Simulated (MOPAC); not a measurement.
Spectroscopic constants of SrS, closed-shell singlet (the spin of the measured ground state). No spin–orbit coupling.

Constants: fifth-degree fit in 1/R to seven points, most abundant isotopes. In def2 and cc sets the state is the lowest found near the PBE0 minimum, followed along R. The singlet is held restricted.

The state that AM1 reach isn't checked.

Run with MOPAC for AM1 (differences of heats of formation). Each number belongs to the level named beside it.

Energies at AM1:

| R (Å) | E (hartree) |
|---|---|
| 2.252103 | 0.05278202 |
| 2.312643 | 0.04374629 |
| 2.368340 | 0.03839840 |
| 2.431302 | 0.03531865 |
| 2.494264 | 0.03494612 |
| 2.566913 | 0.03734685 |
| 2.651669 | 0.04327457 |

Q: With a reduced mass of 23.4449 u, find the minimum, the force constant and the constants.

A: A fifth-degree polynomial in 1/R puts the minimum at r_e = 2.4719 Å with force constant 268 N/m. Then ω_e = (1/2πc)√(k/μ) = 440 cm⁻¹ and B_e = h/(8π²cμr_e²) = 0.1177 cm⁻¹; the cubic and quartic terms give α_e = 0.00022 and ω_e x_e = 0.61 cm⁻¹.
